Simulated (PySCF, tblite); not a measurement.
Compound: C₄H₁₀BNO₂.
Atom-mapped SMILES: `[CH3:1]/[C:2](=[CH:3]\[BH2-:4][NH3+:5])[O:6][CH:7]=[O:8]` (hydrogens: H9, H10, H11 on C1; H12 on C3; H13, H14 on B4; H15, H16, H17 on N5; H18 on C7)

Structure used (GFN2-xTB), in Å, numbered top down from 1:
```
atom  x, y, z in Å
C1     1.121   -1.946   -0.334
C2     0.978   -0.493   -0.646
C3    -0.137    0.192   -0.832
B4    -1.657   -0.282   -0.678
N5    -2.382    1.056   -0.038
O6     2.266    0.119   -0.778
C7     2.516    1.247   -0.164
O8     1.796    1.893    0.546
H9     1.604   -2.458   -1.166
H10    0.141   -2.377   -0.170
H11    1.740   -2.084    0.552
H12    0.001    1.237   -1.099
H13   -2.188   -0.480   -1.726
H14   -1.831   -1.154    0.111
H15   -2.338    1.806   -0.719
H16   -3.346    0.863    0.210
H17   -1.852    1.321    0.786
H18    3.558    1.547   -0.397
```

Jobs on this species (18 atoms, 62 electrons) with PySCF (density fitting) and tblite. Hardware of each: AMD EPYC 9R45, one thread, no GPU, shared host. Times come from a shared host and carry two figures at best.

| level and settings | work | basis functions | SCF cycles | wall time |
| --- | --- | --- | --- | --- |
| CAM-B3LYP/def2-SVPD | 8 singlets by full TDDFT, 3 Tamm–Dancoff triplets, polarisability | 246 | ? | ? |
| GFN2-xTB | L-BFGS relaxation | – | – | 0.58 s |
| PBE0/pcSseg-1 | shieldings, charges and field gradients, density and orbital grids written | 186 | 15 | 18 s |

Question: Fill in the missing figures.

Answer: 
- CAM-B3LYP/def2-SVPD; 8 singlets by full TDDFT, 3 Tamm–Dancoff triplets, polarisability: 30 s, 14 SCF cycles

Question: What do all jobs in the table cost together?

Answer: About 49 s; the longest takes about 62 % of that, and about 52 times as long as the shortest.
